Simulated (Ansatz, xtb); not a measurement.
## A geometry optimisation of H2InO+ with r2SCAN-D4/def2-SVP

The starting geometry of this gas-phase singlet has its atoms placed at random.

```yaml
atoms:
  - { symbol: In, position_ang: [0.8193, -0.2072, -0.5789] }
  - { symbol: O, position_ang: [-1.2105, 0.1435, -0.2383] }
  - { symbol: H, position_ang: [0.2517, 1.5760, -0.5226] }
  - { symbol: H, position_ang: [-1.2032, 0.6195, -1.1816] }
```

Task: Guess where an optimisation with r2SCAN-D4/def2-SVP ends from this start.

Result: It ends as a structure given below by its coordinates. Distances that change by over a tenth: In1–O2 (2.09 → 2.42 Å). Contacts that open: In1–H3 (1.87 → 3.11 Å). Contacts that close: O2–H3 (2.07 → 0.97 Å).

The energy falls by 5.37 eV over 11 steps:

| step | E − E(last) (eV) |
| --- | --- |
| 1 | 5.366 |
| 2 | 4.903 |
| 3 | 4.474 |
| 4 | 3.132 |
| 5 | 1.391 |
| 7 | 0.181 |
| 8 | 0.030 |
| 9 | 0.007 |
| 10 | 0.000 |
| 11 | 0.000 |

Final geometry (Å):

```yaml
atoms:
  - { symbol: In, position_ang: [1.3752, -0.7025, -0.5434] }
  - { symbol: O, position_ang: [-0.5877, 0.7149, -0.6431] }
  - { symbol: H, position_ang: [-0.6758, 1.6238, -0.3116] }
  - { symbol: H, position_ang: [-1.4544, 0.4957, -1.0233] }
```

From the same start GFN2-xTB reaches the same bonding as this run.

From so rough a start the end depends on the optimiser's path, so another program may land elsewhere. The end wasn't checked by frequencies. Atoms past krypton carry core potentials, without spin–orbit terms. Run with Ansatz 0.2.0, 15 s on 1 thread of Intel(R) Xeon(R) Platinum 8175M CPU @ 2.50GHz (Skylake/Cascade Lake) (shared host).
